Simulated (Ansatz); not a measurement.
Ideal-gas functions of CH4ClNSi, SMILES `N=C([SiH3])Cl` at 500 K and 1 bar, from an Ansatz frequency run at PBE0-D4/def2-TZVP.

Molar mass 93.59 g/mol, point group Cs (symmetry number 1), electronic degeneracy 1, moments of inertia 74.243, 164.425, 232.736 u Å². Harmonic wavenumbers (cm⁻¹, unscaled): 104, 179, 350, 374, 486, 636, 682, 796, 913, 914, 936, 938, 1177, 1739, 2247, 2257, 2270, 3477.

Use S(trans) = R[1.5 ln M + 2.5 ln T − 1.1517]; rotational temperatures θ = 24.2544 K / I; S(rot) = R[ln(√π/σ · √(T³/θAθBθC)) + 1.5]; for each mode x = 1.438777 ν̃/T, S = R[x/(eˣ − 1) − ln(1 − e⁻ˣ)] and H = RT x/(eˣ − 1); 1 cm⁻¹ = 0.0119627 kJ/mol; R = 8.31446 J/(mol·K).

Q: By hand: the entropy, in J/(mol·K).

A: Translation 176.2. Rotation: θ = 0.3267, 0.1475, 0.1042 K, giving 116.7. Vibration, mode by mode: 18.38, 13.92, 8.60, 8.09, 6.17, 4.36, 3.93, 3.03, 2.33, 2.32, 2.21, 2.20, 1.27, 0.34, 0.10, 0.09, 0.09, 0.00, in all 77.4. Electronic 0.0. Sum 370.3 J/(mol·K).

Q: By hand: H − E and G − E in kJ/mol, counted from the electronic energy.

A: Zero-point energy ½ × 20475 × 0.0119627 = 122.5; thermal vibration 21.3; translation, rotation and pV give 4 RT = 16.6. H − E = 160.4 kJ/mol, and G − E = 160.4 − 500 × 370.3/1000 = -24.8 kJ/mol.

Vibration gives 21 % of the entropy, 18.4 J/(mol·K) of it from the mode under 150 cm⁻¹: soft modes count most, and the harmonic formula is weakest for them. The sum counts one conformer and one mirror image; others add a mixing term.
